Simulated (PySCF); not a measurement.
C2H2F, doublet, at a GFN2-xTB geometry. Base run: M062X/6-31G** (PySCF).

Input for PySCF:
```python
from pyscf import gto, scf, dft

mol = gto.M(
    atom='''
C     0.038313    0.377487   -0.001989
C     1.239353   -0.086885   -0.037293
F    -1.073317   -0.381698    0.033302
H    -0.247823    1.437296    0.004333
H     2.241676    0.254371   -0.068359
''',
    basis='6-31g**',
    charge=0,
    spin=1,
    verbose=5,
)

mf = dft.UKS(mol)
mf.xc = 'm062x'
mf.kernel()
```

The base run was repeated with changes; each row names its change, and settings that it needs were set with it.

```
change                                       E (Eh)  HOMO (eV)  dipole (D)  <S^2>
---------------------------------------  ----------  ---------  ----------  -----
base                                     -177.05190      -8.70        1.83  0.764
functional = pbe                         -176.92687      -5.94        1.57  0.758
functional = x3lyp                       -177.05920      -7.22        1.74  0.760
functional = r2scan                      -177.03876      -6.47        1.69  0.765
functional = wb97x                       -177.07966      -9.93        1.81  0.764
functional = o3lyp                       -177.06996      -6.60        1.67  0.762
functional = bhandhlyp                   -177.04338      -8.72        1.92  0.768
functional = hse06                       -176.95263      -7.11        1.77  0.764
functional = camb3lyp                    -177.05520      -8.88        1.79  0.762
functional = b3lyp5                      -177.04123      -7.08        1.72  0.760
functional = pw91,pw91                   -177.06209      -6.00        1.59  0.758
functional = b3lyp; dispersion = d3zero  -177.12752      -7.16        1.73  0.759
functional = pbe0                        -176.93653      -7.52        1.77  0.764
```

Absolute energies of different levels of theory aren't comparable as measures of quality.

Open shells are given as the SCF converged; they aren't shown to be the lowest states, and a large step between rows can be another state.
